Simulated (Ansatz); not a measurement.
`C=C(C)B(C)F` + H₂O → `CB(O)F` + propene at 500 K and 1 bar (formal hydrolysis of a B–C bond).

Calculated with Ansatz (gas phase, PBE0-D4/def2-TZVP geometries, no zero-point term in ΔE). CCSD(T)/CBS adds triple-zeta CCSD(T) − MP2 to the extrapolated MP2 energy (def2 sets, frozen cores). This one scheme is used for every species. Each species was taken in one conformer, which may not be the lowest.

| species | CCSD(T)/CBS energy (Eh) | H − E (kJ/mol) | S (J/(mol·K)) |
| --- | --- | --- | --- |
| `C=C(C)B(C)F` | -281.67365 | 351.6 | 445.7 |
| H₂O | -76.37941 | 73.2 | 206.3 |
| `CB(O)F` | -240.35473 | 187.4 | 340.3 |
| `C=CC` | -117.74610 | 238.4 | 304.6 |

H − E and S are ideal-gas, rigid-rotor, harmonic terms from PBE0-D4/def2-TZVP, for one conformer and one mirror image of each species. 1 Eh = 2625.50 kJ/mol, R = 8.31446 J/(mol·K).

Task: By hand: ΔE, ΔH, ΔS and ΔG.

Result: ΔE = (-240.35473) + (-117.74610) − (-281.67365) − (-76.37941) = -0.04777 Eh = -125.4 kJ/mol. Δ(H − E) = 187.4 + 238.4 − 351.6 − 73.2 = 1.0, so ΔH = -124.4 kJ/mol. ΔS = 340.3 + 304.6 − 445.7 − 206.3 = -7.1 J/(mol·K). ΔG = -124.4 − 500 × (-7.1)/1000 = -120.9 kJ/mol.

Task: By hand: the equilibrium constant, and the temperature at which ΔG would vanish if ΔH and ΔS stayed fixed.

Result: log₁₀ K = −ΔG/(RT ln 10) = 12.6. ΔG = 0 at ΔH/ΔS = 17521 K, far beyond where these terms or the molecules hold.

The number of gas molecules stays the same, so ΔS is small and ΔH decides. A doubt of 5 kJ/mol in ΔE shifts log₁₀ K by 0.5 here. Other conformers and mirror images would add mixing entropy, several J/(mol·K) or more a flexible species. Modes under 60 cm⁻¹, often nearly free rotors, make the harmonic entropy too high. These are equilibria of isolated gas molecules and say nothing of rates. Largest T1 diagnostic: 0.012 (customary marks: 0.02 for closed shells, 0.045 for open ones).
